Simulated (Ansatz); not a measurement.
C6H18HfIN3, SMILES `C[N](C)[Hf]([I])([N](C)C)[N](C)C`. Total charge 0; spin multiplicity 1. Hf, I: def2 effective core potential. Geometry: relaxed with PBE0-D4/def2-TZVP. It is one conformer, not always the lowest.

```xyz
29

C     0.832    0.937   -2.563
N    -0.084    1.191   -1.477
C    -1.204    2.012   -1.893
Hf    0.001    0.639    0.475
I     0.003    2.871    2.136
N     1.684   -0.464    0.745
C     1.847   -1.837    1.158
C     2.958    0.197    0.546
N    -1.600   -0.550    0.864
C    -2.680   -0.974    0.007
C    -1.755   -1.044    2.217
H     1.666    0.318   -2.226
H     1.243    1.871   -2.971
H     0.337    0.409   -3.390
H    -1.883    2.209   -1.054
H    -0.872    2.989   -2.272
H    -1.791    1.525   -2.685
H     0.876   -2.314    1.301
H     2.406   -1.911    2.102
H     2.399   -2.419    0.406
H     2.818    1.244    0.247
H     3.559    0.206    1.466
H     3.551   -0.293   -0.240
H    -3.653   -0.618    0.376
H    -2.737   -2.071   -0.054
H    -2.541   -0.592   -1.007
H    -2.688   -0.688    2.675
H    -0.933   -0.701    2.860
H    -1.760   -2.143    2.249
```

What is the dipole moment at r2SCAN/def2-TZVPP? (An estimate is asked.)

The calculation gave: 3.66 D, with components (0.00, -2.93, -2.18) D in this frame, pointing from negative to positive charge.

And with PBE, B3LYP, ωB97M-V? (Estimate.)

Computed: PBE 3.59 D, B3LYP 3.58 D, ωB97M-V 3.54 D.

Give the Mulliken charges with r2SCAN, B3LYP, ωB97M-V in def2-TZVPP. (Best estimate.)

Ansatz gave: 
```
atom  r2SCAN  B3LYP  ωB97M-V
  C1   -0.04  -0.17    -0.22
  N2   -0.29  -0.27    -0.27
  C3   -0.05  -0.18    -0.26
 Hf4    0.58   0.63     0.46
  I5   -0.35  -0.36    -0.29
  N6   -0.29  -0.27    -0.27
  C7   -0.04  -0.17    -0.22
  C8   -0.05  -0.18    -0.25
  N9   -0.29  -0.27    -0.27
 C10   -0.04  -0.17    -0.22
 C11   -0.05  -0.18    -0.25
 H12    0.05   0.09     0.10
 H13    0.05   0.09     0.12
 H14    0.04   0.08     0.11
 H15    0.05   0.09     0.11
 H16    0.06   0.10     0.13
 H17    0.05   0.09     0.12
 H18    0.05   0.09     0.10
 H19    0.05   0.09     0.12
 H20    0.04   0.08     0.11
 H21    0.05   0.09     0.11
 H22    0.06   0.10     0.13
 H23    0.05   0.09     0.12
 H24    0.05   0.09     0.12
 H25    0.04   0.08     0.11
 H26    0.05   0.09     0.10
 H27    0.06   0.10     0.13
 H28    0.05   0.09     0.11
 H29    0.05   0.09     0.12
```

B3LYP here is the variant with VWN-RPA as its local correlation; programs differ in this.
